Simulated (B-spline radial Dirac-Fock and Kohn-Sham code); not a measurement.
X-ray form factors of cerium in several charge states

Level of theory: relativistic Hartree-Fock (Dirac-Fock) wave functions, averaged over the configuration; a radial B-spline solver.

Configurations: Ce³³⁺ [Ar] 3d7; Ce³⁶⁺ [Ar] 3d4; Ce³⁷⁺ [Ar] 3d3; Ce³⁹⁺ [Ar] 3d1; Ce⁴⁰⁺ [Ne] 3s2 3p6; Ce⁴¹⁺ [Ne] 3s2 3p5. The first column is f₀ of Ce³³⁺, the others are differences from it.

```
s (Å⁻¹)   Ce³³⁺  Δ Ce³⁶⁺  Δ Ce³⁷⁺  Δ Ce³⁹⁺  Δ Ce⁴⁰⁺  Δ Ce⁴¹⁺
      0  25.000   -3.000   -4.000   -6.000   -7.000   -8.000
   0.05  24.978   -2.996   -3.994   -5.992   -6.990   -7.989
    0.1  24.912   -2.982   -3.977   -5.966   -6.961   -7.956
   0.15  24.803   -2.960   -3.948   -5.925   -6.914   -7.901
    0.2  24.652   -2.929   -3.908   -5.867   -6.847   -7.824
   0.25  24.459   -2.890   -3.857   -5.793   -6.763   -7.727
    0.3  24.226   -2.843   -3.795   -5.704   -6.661   -7.610
   0.35  23.955   -2.789   -3.724   -5.601   -6.543   -7.474
    0.4  23.647   -2.727   -3.643   -5.484   -6.409   -7.321
   0.45  23.305   -2.659   -3.554   -5.355   -6.261   -7.150
    0.5  22.931   -2.585   -3.457   -5.215   -6.100   -6.964
    0.6  22.098   -2.422   -3.243   -4.903   -5.742   -6.553
    0.7  21.169   -2.242   -3.007   -4.559   -5.347   -6.097
    0.8  20.167   -2.051   -2.756   -4.193   -4.925   -5.611
    0.9  19.115   -1.855   -2.497   -3.814   -4.488   -5.107
      1  18.035   -1.657   -2.236   -3.430   -4.045   -4.596
    1.1  16.949   -1.463   -1.979   -3.051   -3.607   -4.090
    1.2  15.876   -1.276   -1.731   -2.684   -3.180   -3.598
    1.4  13.830   -0.935   -1.277   -2.005   -2.391   -2.686
    1.6  11.996   -0.649   -0.893   -1.425   -1.712   -1.905
```

Values without a named source are computed, but for edge energies of neutral atoms, which are taken from tables.
